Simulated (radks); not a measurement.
Species: the lutetium ion Lu5+. Configuration: [Kr] 4d10 4f13 5s1 5p6 (not the ground configuration). Calculated with a radial shooting solver on a logarithmic mesh with Libxc functionals: scalar-relativistic Kohn-Sham, BLYP, spin-polarised, spherical densities, finite nucleus; open shells are filled with parallel spins first (spin-orbit coupling, left out, can overturn this in heavy ions); Fermi nuclear charge, rms radius 5.37 fm.

Unscreened Slater integrals over Kohn-Sham orbitals (eV). They are taken over the spin-up orbitals.

integral,value
"F0(4f,4f)",37.429
"F2(4f,4f)",17.875
"F4(4f,4f)",11.229
"F6(4f,4f)",8.0824
"F0(4f,5p)",22.934
"F2(4f,5p)",7.6921
"G2(4f,5p)",3.6624
"G4(4f,5p)",2.9121
"F0(4f,5s)",25.525
"G3(4f,5s)",4.3847
"F0(4f,4d)",40.663
"F2(4f,4d)",19.595
"F4(4f,4d)",12.526
"G1(4f,4d)",22.903
"G3(4f,4d)",14.470
"G5(4f,4d)",10.254
"F0(5p,5p)",18.997
"F2(5p,5p)",10.318
"F0(5p,5s)",20.188
"G1(5p,5s)",13.577
"F0(5p,4d)",23.690
"F2(5p,4d)",6.7034
"G1(5p,4d)",1.8540
"G3(5p,4d)",1.8193
"F0(5s,5s)",21.721
"F0(5s,4d)",26.559
"G2(5s,4d)",2.7882
"F0(4d,4d)",44.908
"F2(4d,4d)",22.803
"F4(4d,4d)",15.259

Derived for the open shells (J is the average intra-shell exchange parameter used in DFT+U). 4f: F4/F2 = 0.628, F6/F2 = 0.452, J = (286 F2 + 195 F4 + 250 F6)/6435 = 1.449 eV.
